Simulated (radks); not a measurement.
All-electron atom: I XXXII in [Ar] 3d4. Calculated with a radial shooting solver on a logarithmic mesh with Libxc functionals: scalar-relativistic Kohn-Sham, LDA (Slater exchange, Perdew-Zunger correlation), spin-polarised, spherical densities, finite nucleus; open shells are filled with parallel spins first (spin-orbit coupling, left out, can overturn this in heavy ions); Fermi nuclear charge, rms radius 4.75 fm.

Normalised radial functions P(r) = r R(r), r in bohr:

r	3s up
0.002481	0.3198
0.003154	0.3836
0.004009	0.4549
0.005097	0.5315
0.006428	0.6062
0.008171	0.6766
0.01039	0.7277
0.01321	0.7421
0.01679	0.6971
0.02134	0.5672
0.02713	0.3308
0.03449	-0.0179
0.04384	-0.4512
0.05574	-0.8882
0.07085	-1.1879
0.09007	-1.1746
0.1145	-0.7147
0.1456	0.1672
0.1851	1.2049
0.2352	1.9569
0.2967	2.0780
0.3771	1.5904
0.4794	0.8634
0.6095	0.3156
0.7748	0.0714
0.985	0.0089
1.252	0.0005
1.592	0.0000

3s up: eigenvalue -2250.3 eV, 2 radial nodes at r = 0.0341, 0.140 bohr, <r> = 0.296 bohr, 90 % of the charge inside 0.431 bohr.
